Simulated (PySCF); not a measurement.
Estimate the missing entries of this data sheet.

Compound: 5-chloro-2-hydroxypyridine, C₅H₄ClNO.
SMILES: `Oc1ccc(Cl)cn1`

Conformer (atom-mapped SMILES and torsion angles): `[OH:1][c:2]1[cH:3][cH:4][c:5]([Cl:6])[cH:7][n:8]1`: H–O1–C2–C3 180°.

| property | level | value |
| --- | --- | --- |
| point group of the GFN2-xTB geometry | GFN2-xTB | ? |
| rotational constants A, B, C of the GFN2-xTB geometry | GFN2-xTB | 5.851, 1.013, 0.863 GHz |
| dipole moment | CAM-B3LYP/def2-SVPD | 0.81 D |
| HOMO energy | CAM-B3LYP/def2-SVPD | ? |
| LUMO energy | CAM-B3LYP/def2-SVPD | -0.14 eV |
| lowest singlet excitation | TDDFT CAM-B3LYP/def2-SVPD | ? |
| strongest line among the 8 lowest singlet transitions | TDDFT CAM-B3LYP/def2-SVPD | S8 at 7.18 eV (173 nm, f = 0.453) |
| lowest triplet excitation (Tamm–Dancoff) | TDA CAM-B3LYP/def2-SVPD | ? |
| static isotropic polarisability | CAM-B3LYP/def2-SVPD | ? |
| electronic spatial extent ⟨r²⟩ about the centre of nuclear charge | CAM-B3LYP/def2-SVPD | 1205 bohr² |

Gas-phase values; electronic properties from PySCF, density fitting. One conformer (not necessarily the lowest) at the GFN2-xTB geometry, without solvent, vibrations or thermal averaging.

**Question.** Give the lowest singlet excitation.

**Answer.** 4.94 eV (251 nm, f = 0.066).

**Question.** Give the HOMO energy.

**Answer.** -8.20 eV.

**Question.** Give the point group of the GFN2-xTB geometry.

**Answer.** Cs.

**Question.** Give the lowest triplet excitation (Tamm–Dancoff).

**Answer.** 3.86 eV.

**Question.** What is the static isotropic polarisability?

**Answer.** 81.8 au.

The principal polarisabilities are 48.7, 81.4 and 115.1 au; their mean is the isotropic value. A dipole of 0.81 D is allowed in Cs, and pure rotational transitions are dipole-allowed. The vertical singlet–triplet gap S1 − T1 is 1.08 eV (TDDFT singlet less Tamm–Dancoff triplet; S1: HOMO→LUMO, weight 0.92; T1: HOMO→LUMO, weight 0.89). No computed singlet falls in the visible range (750 to 380 nm, 1.65 to 3.26 eV); S1 lies 1.68 eV above its blue end. In atomic units the dipole is 0.32 e·bohr (1 au = 2.5417 D). The 8 singlets span 4.94 to 7.18 eV, and their oscillator strengths add up to 0.73.
